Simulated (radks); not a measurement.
Results of a calculation; reference values are marked as such.
Valence configurations of B I (all share [He]). Level of theory: scalar-relativistic Kohn-Sham, r2SCAN, spin-polarised, spherical densities, finite nucleus; open shells are filled with parallel spins first; meta-GGA in the generalised Kohn-Sham scheme; Fermi nuclear charge, rms radius 2.406 fm (a radial shooting solver on a logarithmic mesh with Libxc functionals). Energies are relative to 2s2 2p1; eigenvalues in eV for spin up.

| valence | E (eV) | moment (Bohr magnetons) | e(2p) | e(2s) |
|---|---|---|---|---|
| 2s2 2p1 | 0.000 | 1 | -4.029 | -10.517 |
| 2s1.5 2p1.5 | 1.941 | 2 | -4.688 | -11.315 |
| 2s1 2p2 | 2.790 | 3 | -5.045 | -11.689 |
| 2s0.5 2p2.5 | 6.100 | 3 | -5.256 | -11.847 |
| 2p3 | 9.377 | 3 | -5.444 | - |

NIST lists [He] 2s2 2p1 as the ground configuration; this level of theory agrees among the configurations tried. The energies are those of spherical high-spin densities, not of single terms.
